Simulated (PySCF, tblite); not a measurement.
Isomers of C5H14O2SSi, one GFN2-xTB conformer each. Single-point energies are computed at PBE0/pcSseg-1 (PySCF, gas phase, no added dispersion term), electronic only.

**Question.** Rank them by PBE0/pcSseg-1 energy, lowest first (kcal/mol).
A. `[CH3:1][S:2][SiH2:3][O:4][C:5]([CH3:6])([CH3:7])[CH2:8][OH:9]` with C1–S2–Si3–O4 179°, S2–Si3–O4–C5 173°, Si3–O4–C5–C6 -84°, O4–C5–C8–O9 -59°, C5–C8–O9–H 166°
B. `[CH3:1][O:2][C:3]([CH3:4])([CH3:5])[O:6][SiH2:7][S:8][CH3:9]` with C1–O2–C3–C4 173°, O2–C3–O6–Si7 -47°, C3–O6–Si7–S8 180°, O6–Si7–S8–C9 -46°

**Answer.** A (0.0), B (0.7).

As drawn, the lower has an O–H bond, which the higher lacks. Neighbours under 2.5 kcal/mol apart (CS[SiH2]OC(C)(C)CO and COC(C)(C)O[SiH2]SC) can change places with a better method, another conformer or zero-point energy. GFN2-xTB itself gives, in the same order: 1.7, 0.0. GFN2-xTB puts COC(C)(C)O[SiH2]SC lowest instead.

**Question.** Which frontier levels, dipoles and rotational constants go with these structures?

**Answer.** 
| SMILES | HOMO (eV, PBE0/pcSseg-1) | LUMO (eV) | dipole (D) | A, B, C (MHz) |
| --- | --- | --- | --- | --- |
| CS[SiH2]OC(C)(C)CO | -6.22 | 0.53 | 4.35 | 2217, 630.2, 555.7 |
| COC(C)(C)O[SiH2]SC | -6.64 | 0.50 | 2.97 | 1896, 665.0, 632.0 |

**Question.** What happens when harmonic zero-point energies from GFN2-xTB frequencies are added?

**Answer.** 
```
            SMILES  ZPE (kcal/mol)  electronic (kcal/mol)  with ZPE (kcal/mol)
CS[SiH2]OC(C)(C)CO           115.6                    0.0                  0.1
COC(C)(C)O[SiH2]SC           114.9                    0.7                  0.0
```

The zero-point energies span 0.7 kcal/mol. COC(C)(C)O[SiH2]SC becomes the lowest.

**Question.** As an exercise, what shares would exp(−E/RT) give at 298.15 K from these electronic energies alone (no entropy, no degeneracies)?

**Answer.** RT = 0.592 kcal/mol: CS[SiH2]OC(C)(C)CO 76.1 %, COC(C)(C)O[SiH2]SC 23.9 %.
